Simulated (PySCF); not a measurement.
platinum atom (Pt), triplet (core potentials on Pt); PBE-D4/def2-SVP in PySCF.

The PySCF input:
```python
from pyscf import gto, scf, dft

mol = gto.M(
    atom='''
Pt    0.000000    0.000000    0.000000
''',
    basis='def2-svp',
    ecp={'Pt': 'def2-svp'},
    charge=0,
    spin=2,
    verbose=4,
)

mf = dft.UKS(mol)
mf.xc = 'pbe'
mf.disp = 'd4'
mf.kernel()
mf.analyze()
```

Output, abridged:

```
PySCF version 2.14.0

[INPUT] verbose = 4
[INPUT] num. atoms = 1
[INPUT] num. electrons = 18
[INPUT] charge = 0
[INPUT] spin (= nelec alpha-beta = 2S) = 2
[INPUT] symmetry False subgroup None
[INPUT] Mole.unit = angstrom
[INPUT] Symbol           X                Y                Z      unit          X                Y                Z       unit  Magmom
[INPUT]  1 Pt     0.000000000000   0.000000000000   0.000000000000 AA    0.000000000000   0.000000000000   0.000000000000 Bohr   0.0

nuclear repulsion = 0
number of shells = 12
number of NR pGTOs = 57
number of NR cGTOs = 32
basis = def2-svp
ecp = {'Pt': 'def2-svp'}

******** <class 'pyscf.dft.uks.UKS'> ********
method = UKS
initial guess = minao
damping factor = 0
level_shift factor = 0
DIIS = <class 'pyscf.scf.diis.CDIIS'>
diis_start_cycle = 1
diis_space = 8
diis_damp = 0
SCF conv_tol = 1e-09
SCF conv_tol_grad = None
SCF max_cycles = 50
direct_scf = True
direct_scf_tol = 1e-13
number electrons alpha = 10  beta = 8
XC library pyscf.dft.libxc version 7.1.2
    S. Lehtola, C. Steigemann, M. J. T. Oliveira, and M. A. L. Marques,  SoftwareX 7, 1–5 (2018)
XC functionals = pbe
    J. P. Perdew, K. Burke, and M. Ernzerhof,  Phys. Rev. Lett. 77, 3865 (1996)
    J. P. Perdew, K. Burke, and M. Ernzerhof,  Phys. Rev. Lett. 78, 1396 (1997)
    J. P. Perdew, K. Burke, and M. Ernzerhof,  Phys. Rev. Lett. 77, 3865 (1996)
    J. P. Perdew, K. Burke, and M. Ernzerhof,  Phys. Rev. Lett. 78, 1396 (1997)
radial grids:
    Treutler-Ahlrichs [JCP 102, 346 (1995); DOI:10.1063/1.469408] (M4) radial grids

becke partition: Becke, JCP 88, 2547 (1988); DOI:10.1063/1.454033
pruning grids: <function nwchem_prune>
grids dens level: 3
symmetrized grids: False
atomic radii adjust function: <function treutler_atomic_radii_adjust>
small_rho_cutoff = 0
Set gradient conv threshold to 3.16228e-05
tot grids = 24312
Calc dispersion correction with DFTD4.
Parameters: xc=pbe, atm=True
init E= -108.016338741026

cycle= 1 E= -119.040366350303  delta_E=  -11  |g|= 0.621  |ddm|= 5.53
cycle= 2 E= -116.532946125769  delta_E= 2.51  |g|=  1.9  |ddm|= 3.61
cycle= 3 E= -119.292742764988  delta_E= -2.76  |g|= 0.0751  |ddm|= 2.89

cycle= 4 E= -119.28763773069  delta_E= 0.00511  |g|= 0.122  |ddm|= 1.24
cycle= 5 E= -119.295490401684  delta_E= -0.00785  |g|= 0.0435  |ddm|=  1.1
cycle= 6 E= -119.294197968571  delta_E= 0.00129  |g|= 0.0702  |ddm|= 1.05
cycle= 7 E= -119.293165315191  delta_E= 0.00103  |g|= 0.077  |ddm|= 0.675
cycle= 8 E= -119.292633597414  delta_E= 0.000532  |g|= 0.0802  |ddm|= 0.109
cycle= 9 E= -119.293055576089  delta_E= -0.000422  |g|= 0.076  |ddm|= 0.0294
cycle= 10 E= -119.293192490636  delta_E= -0.000137  |g|= 0.0746  |ddm|= 0.0105

cycle= 11 E= -119.293405975537  delta_E= -0.000213  |g|= 0.0719  |ddm|= 0.0141

cycle= 12 E= -119.294875565515  delta_E= -0.00147  |g|= 0.0552  |ddm|=  1.1

cycle= 13 E= -119.294153961808  delta_E= 0.000722  |g|= 0.0657  |ddm|= 1.01

cycle= 14 E= -119.294689381619  delta_E= -0.000535  |g|= 0.0602  |ddm|= 0.501

cycle= 15 E= -119.294922893166  delta_E= -0.000234  |g|= 0.0608  |ddm|= 0.131
cycle= 16 E= -119.294548706084  delta_E= 0.000374  |g|= 0.0657  |ddm|= 0.0329

cycle= 17 E= -119.294817727091  delta_E= -0.000269  |g|= 0.0583  |ddm|= 0.492

cycle= 18 E= -119.294513312006  delta_E= 0.000304  |g|= 0.0562  |ddm|= 0.236
cycle= 19 E= -119.29422399682  delta_E= 0.000289  |g|= 0.0626  |ddm|= 0.98

cycle= 20 E= -119.294293621364  delta_E= -6.96e-05  |g|= 0.0609  |ddm|= 0.0247
cycle= 21 E= -119.294052473734  delta_E= 0.000241  |g|= 0.0633  |ddm|= 0.0279

cycle= 22 E= -119.295158520069  delta_E= -0.00111  |g|= 0.0597  |ddm|= 1.18

cycle= 23 E= -119.294837876977  delta_E= 0.000321  |g|= 0.0646  |ddm|= 0.147
cycle= 24 E= -119.293993652324  delta_E= 0.000844  |g|= 0.0715  |ddm|= 0.192

cycle= 25 E= -119.294027587466  delta_E= -3.39e-05  |g|= 0.0693  |ddm|= 0.0483

cycle= 26 E= -119.294502570746  delta_E= -0.000475  |g|= 0.0656  |ddm|= 0.0913

cycle= 27 E= -119.29484872125  delta_E= -0.000346  |g|= 0.0655  |ddm|= 1.12
cycle= 28 E= -119.293811713098  delta_E= 0.00104  |g|= 0.0774  |ddm|= 0.22

cycle= 29 E= -119.294820516309  delta_E= -0.00101  |g|= 0.052  |ddm|= 0.699
cycle= 30 E= -119.293905650747  delta_E= 0.000915  |g|= 0.0762  |ddm|= 0.69
cycle= 31 E= -119.293769515607  delta_E= 0.000136  |g|= 0.0769  |ddm|= 0.0335
cycle= 32 E= -119.293688330721  delta_E= 8.12e-05  |g|= 0.0785  |ddm|= 0.0644

cycle= 33 E= -119.29481002834  delta_E= -0.00112  |g|= 0.0663  |ddm|= 0.921

cycle= 34 E= -119.294669630822  delta_E= 0.00014  |g|= 0.0583  |ddm|= 0.353
cycle= 35 E= -119.293309114325  delta_E= 0.00136  |g|= 0.0745  |ddm|= 0.105
cycle= 36 E= -119.292906650855  delta_E= 0.000402  |g|= 0.0744  |ddm|= 0.892

cycle= 37 E= -119.294193020024  delta_E= -0.00129  |g|= 0.0617  |ddm|= 0.206

cycle= 38 E= -119.294056875484  delta_E= 0.000136  |g|= 0.0635  |ddm|= 0.905

cycle= 39 E= -119.294996027353  delta_E= -0.000939  |g|= 0.0602  |ddm|= 0.653

cycle= 40 E= -119.29492451817  delta_E= 7.15e-05  |g|= 0.0626  |ddm|= 0.0388

cycle= 41 E= -119.294808823118  delta_E= 0.000116  |g|= 0.0653  |ddm|= 0.0244

cycle= 42 E= -119.29488442281  delta_E= -7.56e-05  |g|= 0.0605  |ddm|= 1.07

cycle= 43 E= -119.293633874586  delta_E= 0.00125  |g|= 0.0685  |ddm|= 0.348

cycle= 44 E= -119.294271543436  delta_E= -0.000638  |g|= 0.0616  |ddm|= 0.23

cycle= 45 E= -119.294824531706  delta_E= -0.000553  |g|= 0.0531  |ddm|= 0.873

cycle= 46 E= -119.295079371138  delta_E= -0.000255  |g|= 0.0552  |ddm|= 0.706

cycle= 47 E= -119.294832901951  delta_E= 0.000246  |g|= 0.0522  |ddm|= 0.748

cycle= 48 E= -119.29509050093  delta_E= -0.000258  |g|= 0.0539  |ddm|= 0.776

cycle= 49 E= -119.295073299135  delta_E= 1.72e-05  |g|= 0.059  |ddm|=  1.1

cycle= 50 E= -119.29495449133  delta_E= 0.000119  |g|= 0.059  |ddm|= 0.391
SCF not converged.
SCF energy = -119.29495449133 after 50 cycles  <S^2> = 2.0003303  2S+1 = 3.0002202
**** SCF Summaries ****
Total Energy =                        -119.294954491330344
Nuclear Repulsion Energy =               0.000000000000000
One-electron Energy =                 -208.403777908457471
Two-electron Energy =                   89.108823417127127
Two-electron Coulomb Energy =          100.791138799849563
DFT Exchange-Correlation Energy =      -11.682315382722431
Empirical Dispersion Energy =            0.000000000000000
**** MO energy ****
                             alpha | beta                alpha | beta
MO #1   energy= -3.77333252282278  | -3.75013732397257  occ= 1 | 1
MO #2   energy= -2.05973634637807  | -2.03129294516561  occ= 1 | 1
MO #3   energy= -2.05641930045982  | -2.02978583680367  occ= 1 | 1
MO #4   energy= -2.05400097050306  | -2.02881974873116  occ= 1 | 1
MO #5   energy= -0.251349637918555 | -0.210597146040824 occ= 1 | 1
MO #6   energy= -0.246026310002343 | -0.209468271444621 occ= 1 | 1
MO #7   energy= -0.234406909385366 | -0.208024653571907 occ= 1 | 1
MO #8   energy= -0.234094131186782 | -0.196594472332584 occ= 1 | 1
MO #9   energy= -0.232676912845165 | -0.196234889445125 occ= 1 | 0
MO #10  energy= -0.220494890850981 | -0.183306279979341 occ= 1 | 0
MO #11  energy= -0.0286094332967929 | -0.00157960647576501 occ= 0 | 0
MO #12  energy= -0.0278949866911371 | -0.00146577474612348 occ= 0 | 0
MO #13  energy= -0.0278575667248412 | -0.00111648583494824 occ= 0 | 0
MO #14  energy= 0.110790993324109  | 0.138630718160797  occ= 0 | 0
MO #15  energy= 0.308726372342647  | 0.335986107090063  occ= 0 | 0
MO #16  energy= 0.310497743498984  | 0.336597097790359  occ= 0 | 0
MO #17  energy= 0.313361618890384  | 0.337237953300175  occ= 0 | 0
MO #18  energy= 0.313421236199321  | 0.342977036494755  occ= 0 | 0

spin_pop of  0 Pt 5s        0.00132
spin_pop of  0 Pt 6s        0.98408
spin_pop of  0 Pt 7s        0.00405
spin_pop of  0 Pt 8s        0.00229
spin_pop of  0 Pt 9s        0.00222
spin_pop of  0 Pt 10s        0.00587
spin_pop of  0 Pt 5px       0.00238
spin_pop of  0 Pt 5py       0.00230
spin_pop of  0 Pt 5pz       0.00241
spin_pop of  0 Pt 6px      -0.00201
spin_pop of  0 Pt 6py      -0.00194
spin_pop of  0 Pt 6pz      -0.00203
spin_pop of  0 Pt 7px      -0.00037
spin_pop of  0 Pt 7py      -0.00037
spin_pop of  0 Pt 7pz      -0.00038
spin_pop of  0 Pt 5dxy      0.05071
spin_pop of  0 Pt 5dyz      0.43390
spin_pop of  0 Pt 5dz^2     0.13954
spin_pop of  0 Pt 5dxz      0.08148
spin_pop of  0 Pt 5dx2-y2    0.00645
spin_pop of  0 Pt 6dxy      0.02676
spin_pop of  0 Pt 6dyz      0.16313
spin_pop of  0 Pt 6dz^2     0.05939
spin_pop of  0 Pt 6dxz      0.03217
spin_pop of  0 Pt 6dx2-y2    0.00664
spin_pop of  0 Pt 5f-3      0.00000
spin_pop of  0 Pt 5f-2      0.00000
spin_pop of  0 Pt 5f-1      0.00000
spin_pop of  0 Pt 5f+0      0.00000
spin_pop of  0 Pt 5f+1     -0.00000
spin_pop of  0 Pt 5f+2      0.00000
spin_pop of  0 Pt 5f+3      0.00000
In total            10.00000 | 8.00000
Dipole moment(X, Y, Z, Debye):  0.00000, -0.00000,  0.00000
```

The run did not converge; its last values are not results.
